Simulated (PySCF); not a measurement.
Mg(Cl)(GeH3) (ClGeH₃Mg), SMILES [Cl][Mg][GeH3].

Coordinates come from a B3LYP-D3(BJ)/def2-TZVP optimisation.

Method: B3LYP-D3(BJ)/def2-TZVP in PySCF 2.14.0.

Frequencies are harmonic and unscaled.

Modes within 1.5 cm⁻¹ of each other (mostly degenerate sets) share a row, with their intensities summed.

Computed harmonic wavenumbers and intensities:
| mode | ν (cm⁻¹) | IR (km/mol) | moving atoms (share of kinetic energy) |
|---|---|---|---|
| 1–2 | 84 | 56.9 | Mg 74 %, Cl 16 % |
| 3 | 204 | 1.4 | Cl 48 %, Ge 41 %, Mg 10 % |
| 4–5 | 363 | 0.0 | H 91 % |
| 6 | 520 | 101.2 | Mg 72 %, Cl 26 % |
| 7 | 787 | 275.5 | H 97 % |
| 8–9 | 889 | 79.7 | H 99 % |
| 10 | 2085 | 97.8 | H 99 % |
| 11–12 | 2093 | 259.9 | H 98 % |
